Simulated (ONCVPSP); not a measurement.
## What one change does to a pseudopotential (zirconium, ONCV)

ONCVPSP 4.0.1 input, shortened (lines: element, Z, core and valence counts, functional; n l f; lmax; l rc ep ncon nbas qcut; lloc lpopt rc5 dvloc0; l nproj debl; icmod fcfact rcfact), PBEsol, scalar-relativistic:

```
  Zr 40.00    6    4  -116133      upf
    1    0    2.00
    2    0    2.00
    2    1    6.00
    3    0    2.00
    3    1    6.00
    3    2   10.00
    4    0    2.00
    4    1    6.00
    4    2    3.00
    5    0    1.00
    2
    0    1.70    0.00    4    7    5.70
    1    1.95    0.00    4    9    6.30
    2    2.55    0.00    4    8    6.30
    4    5    1.35    6.00
    0    2    2.90
    1    1    2.10
    2    2    3.40
    2    0.35    0.75
```

All-electron outer shells of the reference configuration (PBEsol, scalar-relativistic, ld1.x):

| shell | level (eV) | outermost node (bohr) | outermost maximum (bohr) |
| --- | --- | --- | --- |
| 3d | -172.47 | – | 0.35 |
| 4s | -52.38 | 0.55 | 1.08 |
| 4p | -30.48 | 0.56 | 1.17 |
| 5s | -3.87 | 1.48 | 3.23 |
| 4d | -2.35 | 0.58 | 1.65 |

Change: s: qcut 4.7; p: qcut 5.2; d: qcut 5.2.

Cutoffs: the cutoffs (Ha) at which the residual kinetic energy of the hardest occupied pseudo-wave falls to 1 and 0.1 mHa per electron; they do not see the model core or the augmentation charge, which bear on the density cutoff. Errors are all-electron minus pseudo energies relative to the spin-unpolarised reference configuration.

**Question.** How do hardness, ghosts and transferability respond?

**Answer.** The potential gets harder (15 Ha and 36 Ha → 31 Ha and 43 Ha); of the 4 tests that both files solve, the error grows in 2 and shrinks in 1 by more than 15 % and 0.3 meV (median size 2.0 → 4.1 meV); the range in which the s phases agree narrows (upper end at the end of the scan → 2.0); the range in which the d phases agree narrows (upper end at the end of the scan → 1.3); neither file shows a bound ghost.

```tsv
quantity	base	changed
cutoff, loose	15 Ha	31 Ha
cutoff, tight	36 Ha	43 Ha
loose cutoff by channel	s 15 Ha, p 9.7 Ha, d 12 Ha	s 31 Ha, p 9.8 Ha, d 10 Ha
bound ghosts	none	none
GHOST(+) flags under 300 eV	none	none
error for 4s2 4p6 4d2 5s2, meV [ΔE -1.21 eV]	+2.2	+4.7
error for 4s2 4p6 4d2 5s1, meV [ΔE 5.96 eV]	+1.8	+3.5
error for 4s2 4p6 4d2 5s0, meV [ΔE 18.87 eV]	+0.1	+0.2
error for 4s2 4p5 4d2 5s2, meV [ΔE 36.76 eV]	-17	-14
s: phases at 1.72 bohr within 0.05 rad from the reference energy up to (Ha; the scan ends near 5)	to the end of the scan	2.0
p: phases at 1.97 bohr within 0.05 rad from the reference energy up to (Ha; the scan ends near 5)	0.8	0.8
d: phases at 2.58 bohr within 0.05 rad from the reference energy up to (Ha; the scan ends near 5)	to the end of the scan	1.3
rms error of d²Exc/dni dnj with the model core, mHa	0.60	0.94
```
